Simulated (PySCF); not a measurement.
B(F)(H)(SiH3), SMILES [SiH3]BF (B3LYP/def2-SVP optimised geometry):

```
7

B     -0.976    -0.172     0.000
F     -1.664     0.959     0.000
H     -1.626    -1.197     0.001
Si     1.066    -0.172     0.000
H      1.558    -0.926    -1.196
H      1.556    -0.896     1.215
H      1.664     1.197    -0.016
```

Computed with B3LYP/def2-TZVP run with PySCF 2.14.0.

### Question
What are the frontier orbital energies and the dipole moment?

### Answer
HOMO-2 -9.67 eV, HOMO-1 -9.60 eV, HOMO -8.01 eV, LUMO -1.99 eV, LUMO+1 0.31 eV; dipole moment 0.52 D.

On the same geometry PBE/def2-TZVP in PySCF gives HOMO-2 -8.54 eV, HOMO-1 -8.45 eV, HOMO -6.88 eV, LUMO -2.77 eV, LUMO+1 -0.29 eV; dipole moment 0.42 D.

Meta-Löwdin charges at B3LYP/def2-TZVP: B1 0.19, F2 -0.26, H3 0.00, Si4 0.32, H5 -0.08, H6 -0.08, H7 -0.09.
